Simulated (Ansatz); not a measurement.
The cluster ZnBr₂, 3 atoms. Hardware: 4 threads of Arm Neoverse V2 on a shared host.

(1) How many basis functions does each of these Ansatz runs have, and roughly what does it cost? PBE0-D4/def2-TZVP, charge 0 triplet, relaxation, 17 steps; PBE-D4/def2-TZVP, charge 0 quintet, energy, from earlier orbitals; PBE0-D4/def2-TZVP, charge 0 triplet, energy, from earlier orbitals; PBE-D4/def2-TZVP, charge 0 triplet, energy, from earlier orbitals; B97M-V/def2-TZVP, charge 0 triplet, energy, from earlier orbitals; PBE0-D4/def2-SVP, charge 1 doublet at the geometry of the charge 0 singlet, energy with a search over starts; PBE0-D4/def2-TZVP, charge 0 singlet, relaxation, 3 steps; CAM-B3LYP-D4/def2-TZVP, charge 0 singlet, energy, from earlier orbitals; HF/STO-3G, charge 0 triplet, energy; r2SCANh-D4/def2-TZVP, charge 0 triplet, energy, from earlier orbitals; PBE0-D4/def2-TZVPD, charge 0 singlet, energy, from earlier orbitals; PBE0-D4/def2-TZVPD, charge -1 doublet at the geometry of the charge 0 singlet, energy, from earlier orbitals.

Results:

(1) Other jobs shared the machine, so times can vary by a factor of up to 3. A dash marks memory too small to be measured apart from the calling script's.

```
                                                                                                         run  functions  fitting or Cholesky vectors  wall time  peak host memory (GiB)
                                           PBE-D4/def2-TZVP, charge 0 triplet, energy, from earlier orbitals        144                         1212      1.8 s                       –
                                     CAM-B3LYP-D4/def2-TZVP, charge 0 singlet, energy, from earlier orbitals        144                         1061      1.9 s                       –
                                                                         HF/STO-3G, charge 0 triplet, energy         54                          530      1.9 s                       –
                                         PBE0-D4/def2-TZVPD, charge 0 singlet, energy, from earlier orbitals        165                         1481      2.3 s                       –
                                          PBE0-D4/def2-TZVP, charge 0 triplet, energy, from earlier orbitals        144                         1053      3.5 s                       –
                                                    PBE0-D4/def2-TZVP, charge 0 singlet, relaxation, 3 steps        144                         1123      5.5 s                       –
PBE0-D4/def2-TZVPD, charge -1 doublet at the geometry of the charge 0 singlet, energy, from earlier orbitals        165                         1143        6 s                    0.61
                                       r2SCANh-D4/def2-TZVP, charge 0 triplet, energy, from earlier orbitals        144                         1053      6.5 s                       –
                                           B97M-V/def2-TZVP, charge 0 triplet, energy, from earlier orbitals        144                         1212        8 s                       –
                                           PBE-D4/def2-TZVP, charge 0 quintet, energy, from earlier orbitals        144                         1212      9.5 s                       –
PBE0-D4/def2-SVP, charge 1 doublet at the geometry of the charge 0 singlet, energy with a search over starts         95                          902       19 s                    0.59
                                                   PBE0-D4/def2-TZVP, charge 0 triplet, relaxation, 17 steps        144                         1124       46 s                       –
```
